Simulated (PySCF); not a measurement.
Predicted microwave data (PBE0-D3(BJ)/def2-TZVP geometry optimisation, gas phase (PySCF 2.14.0)) for one isomer of C6H4BrF:

```
Rotational constants : A = 3342, B = 751.4, C = 613.5 MHz
Dipole components    : |μa| = 0.65 D, |μb| = 1.42 D, |μc| = 0.00 D
Inertial defect      : 0.00 u·Å²
κ                    : -0.90
```

Question: Which candidate fits, each taken in the one conformer that was computed?
A. `Fc1ccccc1Br`
B. `FC1=CC=C(Br)C=C1`
C. `c1(cc(Br)ccc1)F`

Answer: C. It is Fc1cccc(Br)c1, an asymmetric top, point group Cs. The candidates at the same level (rigid rotor, commonest isotopes):

| SMILES | A (MHz) | B (MHz) | C (MHz) | μa (D) | μb (D) | μc (D) | Δ (u·Å²) | point group | rotor |
| --- | --- | --- | --- | --- | --- | --- | --- | --- | --- |
| Fc1ccc(Br)cc1 | 5719 | 625.2 | 563.6 | 0.32 | 0.00 | 0.00 | 0.00 | C2v | near-prolate asymmetric top |
| Fc1cccc(Br)c1 | 3342 | 751.4 | 613.5 | 0.65 | 1.42 | 0.00 | 0.00 | Cs | asymmetric top |
| Fc1ccccc1Br | 2862 | 995.8 | 738.8 | 2.13 | 1.19 | 0.00 | 0.00 | Cs | asymmetric top |

`Fc1ccccc1Br` has B 33 % too high; `Fc1ccc(Br)cc1` has A 71 % too high. In the right answer the mirror of this Cs structure is the ab plane, so μc vanishes by symmetry. No structure here is proved a minimum.
